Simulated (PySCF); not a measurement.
# Polarisability and C₆ of Cu (copper, neutral)

[Ar] 3d10 4s1, 2S determinant. Calculation: PySCF 2.14, in aug-cc-pwCVTZ-DK with one added diffuse shell each of s, p, d, f, g type (11s10p8d5f4g, 152 functions); the spin-free X2C one-electron Hamiltonian (Gaussian nucleus). Coupled (time-dependent) response in atomic units; α is the mean over directions.

```csv
method,mean α (bohr³),C₆ (like pair),S(−4)
PBE0,45.66,295.7,1739
```

S(−4) is the Cauchy moment in α(ω) = α(0) + S(−4) ω² + …

Reference α: 46.5 ± 0.5 bohr³ (recommended; Schwerdtfeger and Nagle, table of static dipole polarizabilities (2023 update)). Published C₆: 253.0 (Chu and Dalgarno (2004); Tang, Norbeck and Certain (1976)).

α(iu) at PBE0:

```tsv
u (hartree)	α(iu) (bohr³)
0	45.66
0.0500	41.75
0.100	33.67
0.200	20.39
0.300	13.43
0.500	7.529
0.750	4.708
1.00	3.360
1.50	2.068
2.00	1.450
3.00	0.8591
5.00	0.4230
```

A single London oscillator, α(iu) = α/(1 + u²/ω²), gives C₆ = (3/4) ω α². Matching the computed C₆ needs ω = 4 × 295.7 / (3 × 45.66²) = 0.189 hartree.
